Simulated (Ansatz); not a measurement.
Reaction (cleavage of the B–Zn bond): `C[SiH2][BH][ZnH]` + `[NH2][AlH2]` → `C[SiH2]B[NH][AlH2]` + `[ZnH2]`

Isolated molecules relaxed with PBE0-D4/def2-TZVP in Ansatz; ΔE leaves out vibrations. CCSD(T)/CBS adds triple-zeta CCSD(T) − MP2 to the extrapolated MP2 energy (def2 sets, frozen cores). This one scheme is used for every species. DFT in def2-TZVPP. B3LYP here is the variant with VWN-RPA as its local correlation; programs differ in this. For Zn outer-core shells are correlated without core-valence functions, which leaves a few kJ/mol of doubt a bond. Scalar relativity is left out up to krypton. One conformer a species, not always the lowest.

(1) Is it downhill or uphill in electronic energy at CCSD(T)/CBS, and by how much? (An estimate is asked.)

(2) What do these levels give: B3LYP-D4, B2PLYP, PBE, PBE0, B3LYP, HF/def2-TZVPP, SCS-MP2/def2-TZVPP, CCSD/def2-TZVPP, HF/def2-QZVPP, MP2/def2-QZVPP, HF/CBS(def2), MP2/CBS(def2)? (An estimate is asked.)

Largest T1 diagnostic among the species: 0.016.

Answers

(1) The calculation gave: Downhill: ΔE = -30.9 kcal/mol.

(2) The calculation gave: B3LYP-D4 -32.8, B2PLYP -31.9, PBE -30.1, PBE0 -30.8, B3LYP -31.0, HF/def2-TZVPP -31.9, SCS-MP2/def2-TZVPP -32.6, CCSD/def2-TZVPP -31.6, HF/def2-QZVPP -31.8, MP2/def2-QZVPP -32.2, HF/CBS(def2) -31.8, MP2/CBS(def2) -31.8 kcal/mol.

The D4 term adds −1.7 kcal/mol with B3LYP and −1.0 kcal/mol with PBE0; it sums over pairs of atoms, weighted by their polarisabilities, and B3LYP, whose exchange is more repulsive, gets the larger term.
